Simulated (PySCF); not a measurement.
Basis and Hamiltonian dependence of the excitation energy of Mg⁺

Mg⁺ [Ne] 3s1 (2S) → Mg⁺ [Ne] 3p1 (2P). Calculated with PySCF 2.14 from differences of total energies of unrestricted determinants, without spin-orbit coupling. Values in eV.

| basis | Hamiltonian | functions | UHF | LDA | PBE0 | CCSD(T) (valence and next inner shell) |
| --- | --- | --- | --- | --- | --- | --- |
| aug-cc-pVDZ | non-relativistic | 27 | 4.283 | 4.178 | 4.090 | n/a |
| def2-TZVPPD | non-relativistic | 35 | 4.298 | 4.204 | 4.131 | 4.389 |
| aug-cc-pVTZ | non-relativistic | 50 | 4.278 | 4.213 | 4.118 | n/a |
| def2-QZVPPD | non-relativistic | 63 | 4.278 | 4.196 | 4.110 | 4.414 |
| dyall-av2z | non-relativistic | 64 | 4.299 | 4.224 | 4.127 | n/a |
| x2c-QZVPPall | spin-free X2C | 66 | 4.297 | 4.227 | 4.135 | 4.421 |
| aug-cc-pVTZ with one added diffuse shell each of s, p, d, f type | non-relativistic | 66 | 4.278 | 4.213 | 4.118 | n/a |
| x2c-QZVPPall with one added diffuse shell each of s, p, d, f type | spin-free X2C | 82 | 4.297 | 4.227 | 4.135 | 4.421 |
| aug-cc-pVQZ | non-relativistic | 84 | 4.277 | 4.215 | 4.117 | n/a |
| aug-cc-pVQZ-DK | spin-free X2C | 84 | 4.298 | 4.238 | 4.140 | n/a |
| aug-cc-pCVTZ-DK with one added diffuse shell each of s, p, d, f type | spin-free X2C | 91 | 4.297 | 4.227 | 4.135 | 4.401 |
| aug-cc-pVQZ with one added diffuse shell each of s, p, d, f, g type | non-relativistic | 109 | 4.277 | 4.215 | 4.117 | n/a |
| dyall-av3z | non-relativistic | 117 | 4.276 | 4.200 | 4.110 | n/a |
| dyall-acv3z | spin-free X2C | 122 | 4.297 | 4.223 | 4.132 | n/a |

Frozen in the all-electron rows: valence: [Ne]; valence and next inner shell: 1s2.

Reference for a calculation without spin-orbit coupling: 4.430 eV (measured, between term centres; NIST).
